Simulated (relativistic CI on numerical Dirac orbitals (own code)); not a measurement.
## Radial parameters of Tb XX

Calculated at this level of theory: Dirac-Coulomb-Breit CI, orbitals from a KLI potential per configuration, QED by a radiative potential, unscaled Slater integrals (own radial code, finite nucleus).

Slater integrals F^k, G^k are unscaled and averaged over j, outside the closed core [Ar] 3d10; ζ comes from projecting the Hamiltonian with its Breit term on Σ l·s of the shell.

- 4s2 4p6 4d9 4f: ζ(4d) = 23478, F^2(4d,4f) = 173910, F^4(4d,4f) = 113600, G^1(4d,4f) = 195180, G^3(4d,4f) = 129060, G^5(4d,4f) = 93213, ζ(4f) = 3004 cm⁻¹; <r>(4d) = 0.5671, <r^2>(4d) = 0.3682, <r>(4f) = 0.5759, <r^2>(4f) = 0.3832 (bohr units).
- 4s2 4p5 4d10 4f: ζ(4p) = 205410, F^2(4p,4f) = 180060, G^2(4p,4f) = 154990, G^4(4p,4f) = 110120, ζ(4f) = 3003.8 cm⁻¹; <r>(4p) = 0.5441, <r^2>(4p) = 0.3351, <r>(4f) = 0.5757, <r^2>(4f) = 0.383 (bohr units).
- 4s2 4p6 4d9 5s: ζ(4d) = 23883, G^2(4d,5s) = 27367 cm⁻¹; <r>(4d) = 0.5632, <r^2>(4d) = 0.3632, <r>(5s) = 0.9946, <r^2>(5s) = 1.101 (bohr units).

Averages of the first 9 configurations, taken without configuration mixing, which lowers the lowest level and can move excited configurations by several eV; other configurations of the list can lie among them:

| Configuration | Parity | States | Average energy above the lowest level (eV) |
| --- | --- | --- | --- |
| 4s2 4p6 4d10 | even | 1 | 0.0 |
| 4s2 4p6 4d9 4f | odd | 140 | 155.6 |
| 4s2 4p5 4d10 4f | even | 84 | 310.0 |
| 4s2 4p6 4d9 5s | even | 20 | 199.2 |
| 4s2 4p6 4d9 5p | odd | 60 | 238.0 |
| 4s 4p6 4d10 4f | odd | 28 | 417.0 |
| 4s2 4p6 4d9 5d | even | 100 | 293.3 |
| 4s2 4p5 4d10 5s | odd | 12 | 354.7 |
| 4s2 4p6 4d9 5f | odd | 140 | 352.1 |
